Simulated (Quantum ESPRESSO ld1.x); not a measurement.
Question: Fe+, 25 electrons, occupied as [Ar] 3d5 4s1 4p1 (not the ground configuration). Calculated with ld1.x of Quantum ESPRESSO 7.5: scalar-relativistic Kohn-Sham, PBEsol, spin-unpolarised, spherical densities, point nucleus. Some entries of the table are withheld. Estimate them.

orbital  occ.  eigenvalue (Ry)  <r^2> (bohr^2)  r(max) (bohr)
1s          2         -515.118        0.004602        0.03829
2s          2         -61.4691             (1)         0.2226
2p          6         -52.5823         0.06827         0.1799
3s          2         -8.10613             (2)         0.6992
3p          6         -5.60389          0.8452         0.7103
3d          5         -1.68595           1.343         0.6959
4s          1         -1.09380             (3)            (4)
4p          1              (5)           11.12            (6)

Answer: 
(1) 2s <r^2> (bohr^2): 0.08428
(2) 3s <r^2> (bohr^2): 0.7484
(3) 4s <r^2> (bohr^2): 7.327
(4) 4s r(max) (bohr): 2.175
(5) 4p eigenvalue (Ry): -0.67547
(6) 4p r(max) (bohr): 2.627
